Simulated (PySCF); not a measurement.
C₉H₁₄.
Bonds: C1–C2 (double), C2–C3, C3–C4, C4–C5, C5–C6, C6–C7, C7–C8, C8–C9, C1–C9 (double). Hydrogens: H10 on C2; H11, H12 on C3; H13, H14 on C4; H15, H16 on C5; H17, H18 on C6; H19, H20 on C7; H21, H22 on C8; H23 on C9.

Computed by this run: PBE0-D3(BJ)/def2-SVP geometry optimisation, gas phase in PySCF; density fitting, grid level 2; the optimiser is geomeTRIC in internal coordinates, started from a GFN2-xTB structure.

Step 0: E = -9542.1124 eV
```
atom  x, y, z in Å  |  force x, y, z in eV/Å
C1     -0.7934   -1.5959   -0.0926   -0.159  -0.250  -0.044
C2     -1.8849   -0.9338    0.1347   -0.601   0.521  -0.225
C3     -2.1359    0.4221   -0.4775    0.639  -0.148  -0.198
C4     -0.8783    1.0803   -1.0517   -0.260   0.269   0.571
C5      0.0313    1.7384   -0.0095   -0.071  -0.609   0.001
C6      0.7649    0.7979    0.9517    0.180   0.260  -0.531
C7      1.8381   -0.0847    0.2900   -0.282  -0.287   0.467
C8      1.5965   -1.5902    0.4838   -0.107   0.467  -0.361
C9      0.4046   -2.0394   -0.3238    0.678  -0.253   0.404
H10    -2.6749   -1.3323    0.7580   -0.313  -0.305   0.366
H11    -2.8776    0.3098   -1.2764   -0.296   0.019  -0.136
H12    -2.5784    1.0713    0.2835   -0.222   0.213   0.191
H13    -0.3174    0.3365   -1.6191    0.169  -0.182  -0.325
H14    -1.1916    1.8613   -1.7500   -0.056   0.150  -0.261
H15    -0.5732    2.4280    0.5865   -0.155   0.314   0.122
H16     0.7764    2.3382   -0.5398    0.220   0.268  -0.118
H17     0.0369    0.1703    1.4619   -0.191  -0.114   0.304
H18     1.2398    1.4212    1.7134    0.107   0.127   0.283
H19     1.8812    0.1256   -0.7805    0.116   0.065  -0.364
H20     2.8191    0.1594    0.7043    0.325   0.116   0.047
H21     2.4809   -2.1415    0.1600    0.238  -0.224  -0.012
H22     1.4416   -1.7940    1.5460    0.036  -0.120   0.325
H23     0.5896   -2.7213   -1.1429    0.005  -0.295  -0.504
```

**Question.** Estimate the geometry and energy of step 1. (The exact step hangs on the optimiser's Hessian estimate; all steps are aligned on step 0, rigid shifts and turns removed.)

**Answer.** E = -9542.1982 eV, largest force 0.142 eV/Å
```
atom  x, y, z in Å  |  force x, y, z in eV/Å
C1     -0.8070   -1.6248   -0.1067    0.007  -0.033   0.009
C2     -1.9188   -0.9643    0.0996   -0.010  -0.028   0.044
C3     -2.1455    0.4105   -0.4825   -0.132   0.053  -0.004
C4     -0.9035    1.0979   -1.0464    0.068  -0.061  -0.075
C5      0.0345    1.7370   -0.0199    0.003   0.113   0.008
C6      0.7934    0.8267    0.9475   -0.045  -0.056   0.069
C7      1.8540   -0.0964    0.3154    0.051   0.052  -0.072
C8      1.5955   -1.5975    0.4929    0.059  -0.067   0.080
C9      0.4088   -2.0697   -0.3136   -0.024  -0.034  -0.080
H10    -2.7115   -1.3938    0.7276    0.031   0.020  -0.039
H11    -2.9166    0.3321   -1.2727    0.030   0.023   0.035
H12    -2.5991    1.0485    0.3005    0.015  -0.040  -0.037
H13    -0.3458    0.3778   -1.6730   -0.043   0.052   0.016
H14    -1.2356    1.8957   -1.7321    0.003  -0.021   0.030
H15    -0.5553    2.4587    0.5764    0.042  -0.025  -0.024
H16     0.7763    2.3472   -0.5690   -0.044  -0.023   0.015
H17     0.0733    0.2244    1.5251    0.036   0.041   0.001
H18     1.2873    1.4767    1.6897   -0.015  -0.006  -0.035
H19     1.9374    0.1177   -0.7660    0.022  -0.011   0.054
H20     2.8452    0.1373    0.7405   -0.030  -0.020  -0.010
H21     2.4879   -2.1649    0.1824   -0.028   0.025   0.022
H22     1.4466   -1.8169    1.5655    0.012   0.004  -0.048
H23     0.5939   -2.7329   -1.1709   -0.008   0.042   0.045
```

The energy changes by -0.0858 eV. The first-order estimate −F·Δx gives -0.1742 eV and the mean of the old and new forces, exact on a quadratic surface, -0.0851 eV. The step makes an angle of 72° with the force vector and moves no atom by more than 0.091 Å.

The cost below is that of the whole optimisation. Time: 2.3 min; peak memory 0.88 GiB. Hardware: one thread of an Arm Neoverse V1, no GPU, shared host with 32 logical CPUs at a one-minute load of 9.1.
